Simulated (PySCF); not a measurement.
Al(F)(Br)(Et) (C₂H₅AlBrF), SMILES C[CH2][Al]([F])[Br].

The structure is a stationary point at B3LYP-D3(BJ)/def2-SVP. The structure was generated by enumeration; whether it is a known compound was not checked. One conformer was computed; it need not be the lowest.

Computed with B3LYP-D3(BJ)/def2-SVP (PySCF 2.14.0).

Frequencies are harmonic and unscaled.

Computed vibrational spectrum:
```
mode  ν (cm⁻¹)  IR (km/mol)  Raman (Å⁴/amu)  depolarisation    moving atoms (share of kinetic energy)
----  --------  -----------  --------------  --------------  ----------------------------------------
1           21          0.2             0.0               –                            H 48 %, C 40 %
2           88          1.0             0.8            0.66  C 30 %, F 23 %, Al 19 %, H 17 %, Br 11 %
3          155         11.5             0.3            0.75                   H 48 %, Al 37 %, F 11 %
4          172         15.2             1.4            0.70            F 56 %, C 21 %, Al 9 %, Br 8 %
5          243          0.8             6.1            0.26           C 42 %, Br 31 %, H 13 %, F 11 %
6          253         14.1             0.2            0.70                           H 58 %, Al 29 %
7          429         84.7             8.5            0.12   Al 40 %, C 25 %, F 14 %, Br 12 %, H 9 %
8          602         39.1             0.5            0.75                            H 73 %, C 21 %
9          619         79.9             8.6            0.13                   Al 44 %, C 35 %, H 14 %
10         875        110.3             0.9            0.75                           F 50 %, Al 45 %
11         930          2.7             0.0               –                                    H 92 %
12         963          7.0             2.3            0.39                            H 79 %, C 18 %
13        1033         26.8             4.7            0.60                            C 71 %, H 28 %
14        1223          0.4            15.8            0.23                            H 62 %, C 38 %
15        1238          1.6             1.6            0.75                            H 77 %, C 23 %
16        1402          6.0             6.4            0.69                            H 84 %, C 16 %
17        1423          2.7            10.0            0.75                            H 90 %, C 10 %
18        1474          3.8            15.1            0.74                                    H 96 %
19        1482          6.1            20.4            0.75                                    H 97 %
20        3014         12.1            81.8            0.22                                    H 95 %
21        3025         35.8           178.9            0.02                                    H 97 %
22        3052          3.7            96.8            0.75                             H 91 %, C 9 %
23        3098         21.2           114.5            0.71                             H 91 %, C 9 %
24        3109         21.6            47.8            0.75                             H 91 %, C 9 %
```
